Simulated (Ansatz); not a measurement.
This geometry of AlCl2H + H4Si (9 atoms, charge 0, multiplicity 1) is a first-order saddle point.

All numbers below come from RKS PBE/def2-SVP (Ansatz).

```xyz
9
Properties=species:S:1:pos:R:3
Al -0.102 -0.340 -0.021
Cl -0.017 0.522 2.303
H 1.281 0.054 -0.691
Cl -1.953 0.336 -0.821
Si -0.284 -2.703 0.892
H -0.932 -3.404 -0.277
H 1.065 -3.320 1.148
H -1.154 -2.973 2.097
H -0.210 -0.849 1.922
```

Which two structures does it join? (They come from a converged band through this point; their orientation in space is the band's.)

Bonds broken: Al1–Cl2, Si5–H9. Bonds formed: Al1–Si5, Cl2–H9. AlCl2H + H4Si becomes AlCl2H5Si.

First end point:

```xyz
9
Properties=species:S:1:pos:R:3
Al -0.064 0.263 0.303
Cl 0.175 1.380 2.088
H 1.128 0.132 -0.732
Cl -2.059 -0.149 -0.325
Si -0.329 -2.899 1.029
H -0.440 -3.165 -0.438
H 0.646 -3.836 1.682
H -1.652 -2.892 1.726
H 0.288 -1.509 1.219
```

Last end point:

```xyz
9
Properties=species:S:1:pos:R:3
Al -0.044 -0.458 -0.252
Cl 0.007 0.368 2.296
H 1.309 0.240 -0.725
Cl -1.883 0.408 -0.918
Si -0.241 -2.739 0.660
H -1.061 -3.735 -0.116
H 1.079 -3.384 1.004
H -0.951 -2.575 2.006
H -0.522 -0.801 2.596
```

How far does it lie above each of them?

1.59 eV above the first and 0.23 eV above the second. This is the barrier of this one path; another mechanism may lie lower. The orbitals stay closed-shell, which can raise the energy where a bond breaks towards radicals; this wasn't checked here.

Time of the run: 2.8 min on 2 threads of Arm Neoverse V1 (shared host), peak memory 0.14 GiB.
